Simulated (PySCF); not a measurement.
`N#C[C@@H]1C[Si@@H]1[SiH](N)N`, C$_{3}$H$_{9}$N$_{3}$Si$_{2}$

Geometry:
```json
{"atom": "N1", "x (Å)": "2.371", "y (Å)": "-1.853", "z (Å)": "-0.344"}
{"atom": "C2", "x (Å)": "2.040", "y (Å)": "-0.897", "z (Å)": "-0.896"}
{"atom": "C3", "x (Å)": "1.546", "y (Å)": "0.263", "z (Å)": "-1.498"}
{"atom": "C4", "x (Å)": "1.455", "y (Å)": "1.505", "z (Å)": "-0.602"}
{"atom": "Si5", "x (Å)": "-0.250", "y (Å)": "0.787", "z (Å)": "-0.991"}
{"atom": "Si6", "x (Å)": "-1.362", "y (Å)": "-0.638", "z (Å)": "0.422"}
{"atom": "N7", "x (Å)": "-2.644", "y (Å)": "0.291", "z (Å)": "1.106"}
{"atom": "N8", "x (Å)": "-0.202", "y (Å)": "-1.167", "z (Å)": "1.580"}
{"atom": "H9", "x (Å)": "1.897", "y (Å)": "0.416", "z (Å)": "-2.510"}
{"atom": "H10", "x (Å)": "1.875", "y (Å)": "1.379", "z (Å)": "0.387"}
{"atom": "H11", "x (Å)": "1.804", "y (Å)": "2.418", "z (Å)": "-1.065"}
{"atom": "H12", "x (Å)": "-0.803", "y (Å)": "1.514", "z (Å)": "-2.140"}
{"atom": "H13", "x (Å)": "-2.080", "y (Å)": "-1.700", "z (Å)": "-0.301"}
{"atom": "H14", "x (Å)": "-2.422", "y (Å)": "1.111", "z (Å)": "1.647"}
{"atom": "H15", "x (Å)": "-3.407", "y (Å)": "-0.196", "z (Å)": "1.546"}
{"atom": "H16", "x (Å)": "-0.500", "y (Å)": "-1.678", "z (Å)": "2.397"}
{"atom": "H17", "x (Å)": "0.676", "y (Å)": "-1.543", "z (Å)": "1.250"}
```

The calculation used PySCF 2.14.0, TDDFT CAM-B3LYP/def2-SVPD circular dichroism and optical rotation, one conformer, gas phase. Geometry: GFN2-xTB.

The molecule is flexible and this is one conformer; a measurement averages over conformers.

Question: Draw the ECD and absorption spectra from the lowest 8 states, each a Gaussian of half-width 0.2 eV at 1/e height.

Answer: 
```csv
E (eV),λ (nm),Δε (L mol⁻¹ cm⁻¹),ε (L mol⁻¹ cm⁻¹)
5.24,237,-0.05,23.9
5.39,230,-1.16,595
5.54,224,-7.22,4940
5.69,218,-8.80,14000
5.84,212,+8.30,14200
5.99,207,+10.72,5400
6.14,202,+7.36,1070
6.29,197,+20.30,1080
6.44,193,+35.04,2770
6.59,188,+27.68,5020
6.74,184,+14.63,4320
6.89,180,-3.22,1840
```
Δε uses R in velocity form, ε uses f in length form. Only the states computed contribute, so the short-wavelength end is incomplete.
